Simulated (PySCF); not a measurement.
Species: `ClC(Cl)C1=C[SiH2]C=C1`. The columns A, B, C and D hold Mulliken, IAO, Hirshfeld and ESP-fitted charges (e) of one PBE0/pcSseg-1 density (PySCF), in a shuffled order. Coordinates in Å (PBE0-D3(BJ)/def2-SVP); the density's dipole moment is (-1.27, 1.00, 0.73) D.

```csv
atom,x,y,z,A,B,C,D
Cl1,3.363,0.367,-1.192,-0.068,-0.048,-0.046,+0.011
C2,2.538,-0.041,0.338,-0.095,+0.035,-0.162,-0.638
Cl3,2.854,-1.743,0.779,-0.068,-0.049,-0.046,+0.011
C4,1.069,0.201,0.218,+0.005,-0.015,-0.204,+0.360
C5,0.394,1.081,0.990,-0.430,-0.137,-0.310,-0.407
Si6,-1.401,1.008,0.450,+0.757,+0.335,+0.740,+0.510
C7,-1.037,-0.287,-0.853,-0.430,-0.138,-0.361,-0.365
C8,0.283,-0.551,-0.793,-0.131,-0.048,+0.008,-0.211
H9,2.990,0.580,1.119,+0.186,+0.055,+0.199,+0.356
H10,0.888,1.678,1.760,+0.160,+0.052,+0.101,+0.177
H11,-1.915,2.303,-0.090,-0.104,-0.068,-0.071,-0.093
H12,-2.325,0.545,1.531,-0.104,-0.068,-0.071,-0.093
H13,-1.698,-0.788,-1.563,+0.164,+0.052,+0.123,+0.187
H14,0.797,-1.273,-1.435,+0.160,+0.042,+0.099,+0.196
```

Q: Which column most likely holds the ESP-fitted charges?

A: D. Σ q r misses the density's dipole by 0.09 D (D), 0.53 D (B), 1.32 D (A), 2.93 D (C). Charges fitted to the outside potential are the only set here that is tied to the molecule's multipoles.

Q: And the Hirshfeld charges?

A: B. The mean sizes are 0.081 e (B), 0.182 e (C), 0.205 e (A), 0.258 e (D), and Hirshfeld charges are commonly the smallest of these schemes.

As computed, A = IAO, B = Hirshfeld, C = Mulliken, D = ESP-fitted. Hydrogens on carbon: IAO +0.16 to +0.19, Hirshfeld +0.04 to +0.05, Mulliken +0.10 to +0.20, ESP-fitted +0.18 to +0.36 e.

The IAO scheme projects the occupied orbitals on a minimal set of polarised atomic orbitals and counts the electrons in each atom's part of it. The ESP scheme is a least-squares fit of atom-centred charges to the potential on four shells outside the van der Waals surface, with the total charge fixed.

Isolated species at its PBE0-D3(BJ)/def2-SVP geometry (one conformer only).

The values belong to the conformer `[Cl:1][CH:2]([Cl:3])[C:4]1=[CH:5][SiH2:6][CH:7]=[CH:8]1`: Cl1–C2–C4–C5 -119°.
